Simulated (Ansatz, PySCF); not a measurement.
Another site gives an ion 63422.17 eV lower (`O[SiH2]Br`) at the level CAM-B3LYP-D3(BJ)/def2-TZVPD (PySCF).

Method: Ansatz (a first-principles code) with CAM-B3LYP-D3(BJ)/def2-TZVPD. No frequencies were computed at this level.

Ansatz 0.2 input:
```yaml
crystal:
  periodic: [false, false, false]
  atoms:
    - { symbol: O, position_ang: [-1.548322, 0.685658, 0.783798] }
    - { symbol: Si, position_ang: [-0.725641, -0.522855, 0.022717] }
    - { symbol: Al, position_ang: [1.623834, 0.086659, -0.263674] }
    - { symbol: H, position_ang: [-1.774538, 1.496522, 0.339852] }
    - { symbol: H, position_ang: [-0.995828, -1.612101, 0.984133] }
    - { symbol: H, position_ang: [-1.503748, -0.868531, -1.202091] }
    - { symbol: H, position_ang: [2.149195, 1.221419, -1.215358] }
    - { symbol: H, position_ang: [2.793703, -0.49831, 0.598242] }
basis:
  gaussian: { orbitals: def2-tzvpd }
hamiltonian:
  xc: cam_b3lyp
  dispersion: d3bj
relax:
  max_steps: 150
```

Output:

```
[...]
reference -16604.28135126 eV, -610.1960848727 hartree; 20, 20 occupied and 151, 151 virtual orbitals, 996 factors
relax step   1: F+E_penalty+E_count = -16604.39719635 eV  Δ(F+E_penalty+E_count) = +0.000e0 eV  max|allowed force component| = 6.679e-1 eV/Å  Δτ_max = 0.0000 Å  (30 SCF iters, accepted)
these checks for a lower state are left out or cut short: starts, cluster_reference, orbital_swaps, neighbouring_geometries, increment
996 factors; their error is unknown
466 factors; integrals over basis functions are off by at most 1.5e-6 eV
mean field -16604.35529392 eV, -610.1988022155 hartree, gradient 2.4e-5 eV, S^2 0.000000; 0 other end points of the search recorded, 0 dependent functions left out
reference -16604.35544801 eV, -610.1988078782 hartree; 20, 20 occupied and 151, 151 virtual orbitals, 996 factors
relax step   2: F+E_penalty+E_count = -16604.47231313 eV  Δ(F+E_penalty+E_count) = -7.512e-2 eV  max|allowed force component| = 2.452e-1 eV/Å  Δτ_max = 0.1808 Å  (34 SCF iters, accepted)
these checks for a lower state are left out or cut short: starts, cluster_reference, orbital_swaps, neighbouring_geometries, increment
996 factors; their error is unknown
466 factors; integrals over basis functions are off by at most 1.6e-6 eV
mean field -16604.37097466 eV, -610.1993784717 hartree, gradient 2.0e-5 eV, S^2 0.000000; 0 other end points of the search recorded, 0 dependent functions left out
reference -16604.37112892 eV, -610.1993841409 hartree; 20, 20 occupied and 151, 151 virtual orbitals, 996 factors
relax step   3: F+E_penalty+E_count = -16604.48733706 eV  Δ(F+E_penalty+E_count) = -1.502e-2 eV  max|allowed force component| = 1.198e-1 eV/Å  Δτ_max = 0.0551 Å  (35 SCF iters, accepted)
these checks for a lower state are left out or cut short: starts, cluster_reference, orbital_swaps, neighbouring_geometries, increment
996 factors; their error is unknown
466 factors; integrals over basis functions are off by at most 1.6e-6 eV
mean field evaluation 32: about -16604.3636 eV, gradient 5.8e-2 eV
mean field -16604.37586892 eV, -610.1995583326 hartree, gradient 9.6e-6 eV, S^2 0.000000; 0 other end points of the search recorded, 0 dependent functions left out
reference -16604.37602305 eV, -610.1995639968 hartree; 20, 20 occupied and 151, 151 virtual orbitals, 996 factors
relax step   4: F+E_penalty+E_count = -16604.49212102 eV  Δ(F+E_penalty+E_count) = -4.784e-3 eV  max|allowed force component| = 1.389e-1 eV/Å  Δτ_max = 0.0732 Å  (36 SCF iters, accepted)
these checks for a lower state are left out or cut short: starts, cluster_reference, orbital_swaps, neighbouring_geometries, increment
996 factors; their error is unknown
466 factors; integrals over basis functions are off by at most 1.7e-6 eV
mean field -16604.37969860 eV, -610.1996990708 hartree, gradient 1.6e-5 eV, S^2 0.000000; 0 other end points of the search recorded, 0 dependent functions left out
reference -16604.37985259 eV, -610.1997047299 hartree; 20, 20 occupied and 151, 151 virtual orbitals, 996 factors
relax step   5: F+E_penalty+E_count = -16604.49609691 eV  Δ(F+E_penalty+E_count) = -3.976e-3 eV  max|allowed force component| = 8.777e-2 eV/Å  Δτ_max = 0.0577 Å  (34 SCF iters, accepted)
these checks for a lower state are left out or cut short: starts, cluster_reference, orbital_swaps, neighbouring_geometries, increment
996 factors; their error is unknown
466 factors; integrals over basis functions are off by at most 2.0e-6 eV
mean field -16604.38726784 eV, -610.1999772351 hartree, gradient 1.8e-5 eV, S^2 0.000000; 0 other end points of the search recorded, 0 dependent functions left out
reference -16604.38742115 eV, -610.1999828692 hartree; 20, 20 occupied and 151, 151 virtual orbitals, 996 factors
relax step   6: F+E_penalty+E_count = -16604.50423819 eV  Δ(F+E_penalty+E_count) = -8.141e-3 eV  max|allowed force component| = 7.548e-2 eV/Å  Δτ_max = 0.2000 Å  (34 SCF iters, accepted)
these checks for a lower state are left out or cut short: starts, cluster_reference, orbital_swaps, neighbouring_geometries, increment
996 factors; their error is unknown
466 factors; integrals over basis functions are off by at most 2.3e-6 eV
mean field -16604.38859266 eV, -610.2000259213 hartree, gradient 2.1e-5 eV, S^2 0.000000; 0 other end points of the search recorded, 0 dependent functions left out
reference -16604.38874581 eV, -610.2000315494 hartree; 20, 20 occupied and 151, 151 virtual orbitals, 996 factors
relax step   7: F+E_penalty+E_count = -16604.50586449 eV  Δ(F+E_penalty+E_count) = -1.626e-3 eV  max|allowed force component| = 2.459e-1 eV/Å  Δτ_max = 0.1952 Å  (34 SCF iters, accepted)
these checks for a lower state are left out or cut short: starts, cluster_reference, orbital_swaps, neighbouring_geometries, increment
996 factors; their error is unknown
466 factors; integrals over basis functions are off by at most 2.3e-6 eV
mean field evaluation 64: about -16604.3944 eV, gradient 1.2e-5 eV
mean field -16604.39442999 eV, -610.2002404395 hartree, gradient 1.2e-5 eV, S^2 0.000000; 0 other end points of the search recorded, 0 dependent functions left out
reference -16604.39458318 eV, -610.2002460689 hartree; 20, 20 occupied and 151, 151 virtual orbitals, 996 factors
relax step   8: F+E_penalty+E_count = -16604.51145084 eV  Δ(F+E_penalty+E_count) = -5.586e-3 eV  max|allowed force component| = 1.323e-1 eV/Å  Δτ_max = 0.0488 Å  (35 SCF iters, accepted)
these checks for a lower state are left out or cut short: starts, cluster_reference, orbital_swaps, neighbouring_geometries, increment
996 factors; their error is unknown
466 factors; integrals over basis functions are off by at most 2.4e-6 eV
mean field -16604.40146699 eV, -610.2004990442 hartree, gradient 1.2e-5 eV, S^2 0.000000; 0 other end points of the search recorded, 0 dependent functions left out
reference -16604.40161956 eV, -610.2005046513 hartree; 20, 20 occupied and 151, 151 virtual orbitals, 996 factors
relax step   9: F+E_penalty+E_count = -16604.51848465 eV  Δ(F+E_penalty+E_count) = -7.034e-3 eV  max|allowed force component| = 1.106e-1 eV/Å  Δτ_max = 0.2000 Å  (38 SCF iters, accepted)
these checks for a lower state are left out or cut short: starts, cluster_reference, orbital_swaps, neighbouring_geometries, increment
996 factors; their error is unknown
466 factors; integrals over basis functions are off by at most 2.4e-6 eV
mean field -16604.40653996 eV, -610.2006854725 hartree, gradient 2.6e-5 eV, S^2 0.000000; 0 other end points of the search recorded, 0 dependent functions left out
reference -16604.40669250 eV, -610.2006910784 hartree; 20, 20 occupied and 151, 151 virtual orbitals, 996 factors
relax step  10: F+E_penalty+E_count = -16604.52368992 eV  Δ(F+E_penalty+E_count) = -5.205e-3 eV  max|allowed force component| = 4.957e-2 eV/Å  Δτ_max = 0.0977 Å  (34 SCF iters, accepted)
these checks for a lower state are left out or cut short: starts, cluster_reference, orbital_swaps, neighbouring_geometries, increment
996 factors; their error is unknown
466 factors; integrals over basis functions are off by at most 2.7e-6 eV
mean field -16604.39951469 eV, -610.2004272986 hartree, gradient 6.6e-6 eV, S^2 0.000000; 0 other end points of the search recorded, 0 dependent functions left out
reference -16604.39966744 eV, -610.2004329122 hartree; 20, 20 occupied and 151, 151 virtual orbitals, 996 factors
relax step  11: F+E_penalty+E_count = -16604.51660270 eV  Δ(F+E_penalty+E_count) = +7.087e-3 eV  max|allowed force component| = 3.353e-1 eV/Å  Δτ_max = 0.1968 Å  (34 SCF iters, rejected (line search))
these checks for a lower state are left out or cut short: starts, cluster_reference, orbital_swaps, neighbouring_geometries, increment
996 factors; their error is unknown
466 factors; integrals over basis functions are off by at most 2.5e-6 eV
mean field -16604.40722431 eV, -610.2007106221 hartree, gradient 1.5e-5 eV, S^2 0.000000; 0 other end points of the search recorded, 0 dependent functions left out
reference -16604.40737683 eV, -610.2007162269 hartree; 20, 20 occupied and 151, 151 virtual orbitals, 996 factors
relax step  12: F+E_penalty+E_count = -16604.52430607 eV  Δ(F+E_penalty+E_count) = -6.162e-4 eV  max|allowed force component| = 8.539e-2 eV/Å  Δτ_max = 0.0751 Å  (34 SCF iters, accepted)
these checks for a lower state are left out or cut short: starts, cluster_reference, orbital_swaps, neighbouring_geometries, increment
996 factors; their error is unknown
466 factors; integrals over basis functions are off by at most 2.6e-6 eV
mean field evaluation 96: about -16604.3953 eV, gradient 1.4e-2 eV
mean field -16604.40823429 eV, -610.2007477381 hartree, gradient 1.3e-5 eV, S^2 0.000000; 0 other end points of the search recorded, 0 dependent functions left out
reference -16604.40838685 eV, -610.2007533444 hartree; 20, 20 occupied and 151, 151 virtual orbitals, 996 factors
relax step  13: F+E_penalty+E_count = -16604.52531923 eV  Δ(F+E_penalty+E_count) = -1.013e-3 eV  max|allowed force component| = 5.263e-2 eV/Å  Δτ_max = 0.0582 Å  (34 SCF iters, accepted)
these checks for a lower state are left out or cut short: starts, cluster_reference, orbital_swaps, neighbouring_geometries, increment
996 factors; their error is unknown
466 factors; integrals over basis functions are off by at most 2.6e-6 eV
mean field -16604.40844722 eV, -610.2007555631 hartree, gradient 1.2e-5 eV, S^2 0.000000; 0 other end points of the search recorded, 0 dependent functions left out
reference -16604.40859978 eV, -610.2007611694 hartree; 20, 20 occupied and 151, 151 virtual orbitals, 996 factors
relax step  14: F+E_penalty+E_count = -16604.52550647 eV  Δ(F+E_penalty+E_count) = -1.872e-4 eV  max|allowed force component| = 5.094e-2 eV/Å  Δτ_max = 0.0063 Å  (36 SCF iters, accepted)
these checks for a lower state are left out or cut short: starts, cluster_reference, orbital_swaps, neighbouring_geometries, increment
996 factors; their error is unknown
466 factors; integrals over basis functions are off by at most 2.6e-6 eV
mean field -16604.40867277 eV, -610.2007638517 hartree, gradient 1.1e-5 eV, S^2 0.000000; 0 other end points of the search recorded, 0 dependent functions left out
reference -16604.40882526 eV, -610.2007694557 hartree; 20, 20 occupied and 151, 151 virtual orbitals, 996 factors
relax step  15: F+E_penalty+E_count = -16604.52571320 eV  Δ(F+E_penalty+E_count) = -2.067e-4 eV  max|allowed force component| = 1.822e-2 eV/Å  Δτ_max = 0.0188 Å  (35 SCF iters, accepted)
these checks for a lower state are left out or cut short: starts, cluster_reference, orbital_swaps, neighbouring_geometries, increment
996 factors; their error is unknown
466 factors; integrals over basis functions are off by at most 2.6e-6 eV
mean field -16604.40872839 eV, -610.2007658960 hartree, gradient 1.2e-5 eV, S^2 0.000000; 0 other end points of the search recorded, 0 dependent functions left out
reference -16604.40888085 eV, -610.2007714986 hartree; 20, 20 occupied and 151, 151 virtual orbitals, 996 factors
relax step  16: F+E_penalty+E_count = -16604.52581425 eV  Δ(F+E_penalty+E_count) = -1.010e-4 eV  max|allowed force component| = 1.449e-2 eV/Å  Δτ_max = 0.0165 Å  (35 SCF iters, accepted)
these checks for a lower state are left out or cut short: starts, cluster_reference, orbital_swaps, neighbouring_geometries, increment
996 factors; their error is unknown
466 factors; integrals over basis functions are off by at most 2.6e-6 eV
mean field evaluation 128: about -16604.4087 eV, gradient 1.2e-5 eV
mean field -16604.40874852 eV, -610.2007666357 hartree, gradient 1.2e-5 eV, S^2 0.000000; 0 other end points of the search recorded, 0 dependent functions left out
reference -16604.40890099 eV, -610.2007722387 hartree; 20, 20 occupied and 151, 151 virtual orbitals, 996 factors
relax step  17: F+E_penalty+E_count = -16604.52580744 eV  Δ(F+E_penalty+E_count) = +6.801e-6 eV  max|allowed force component| = 2.061e-2 eV/Å  Δτ_max = 0.0097 Å  (36 SCF iters, rejected (line search))
these checks for a lower state are left out or cut short: starts, cluster_reference, orbital_swaps, neighbouring_geometries, increment
996 factors; their error is unknown
466 factors; integrals over basis functions are off by at most 2.6e-6 eV
mean field -16604.40877228 eV, -610.2007675087 hartree, gradient 1.2e-5 eV, S^2 0.000000; 0 other end points of the search recorded, 0 dependent functions left out
reference -16604.40892473 eV, -610.2007731114 hartree; 20, 20 occupied and 151, 151 virtual orbitals, 996 factors
relax step  18: F+E_penalty+E_count = -16604.52584825 eV  Δ(F+E_penalty+E_count) = -3.401e-5 eV  max|allowed force component| = 1.103e-3 eV/Å  Δτ_max = 0.0047 Å  (29 SCF iters, accepted)
996 factors; their error is unknown
466 factors; integrals over basis functions are off by at most 2.6e-6 eV
mean field -16604.40877228 eV, -610.2007675087 hartree, gradient 1.5e-5 eV, S^2 0.000000; 1 other end points of the search recorded, 0 dependent functions left out
reference -16604.40892473 eV, -610.2007731114 hartree; 20, 20 occupied and 151, 151 virtual orbitals, 996 factors
Total energy: -16604.52600071 eV, -610.2050755741 hartree
Atom 0 at    -1.744136     0.783997     0.479436 Å, force    -0.001103     0.000337     0.000537 eV/Å
Atom 1 at    -0.753549    -0.507483     0.151139 Å, force     0.000122    -0.000263    -0.000777 eV/Å
Atom 2 at     1.600589     0.123668    -0.191876 Å, force    -0.000014    -0.000734     0.000518 eV/Å
Atom 3 at    -1.645181     1.589393    -0.030079 Å, force     0.000187     0.000657    -0.000138 eV/Å
Atom 4 at    -0.920637    -1.415335     1.309457 Å, force     0.000347     0.000664     0.000344 eV/Å
Atom 5 at    -1.255747    -1.255308    -1.035916 Å, force     0.000508    -0.000952    -0.000178 eV/Å
Atom 6 at     1.990901     1.633788    -0.460724 Å, force     0.000017     0.000546     0.000461 eV/Å
Atom 7 at     2.746414    -0.964259    -0.173818 Å, force    -0.000064    -0.000254    -0.000768 eV/Å
Dipole moment:     0.146684     0.146694    -0.178875 e Å
```

Cost: roughly 2.8 core-minutes.
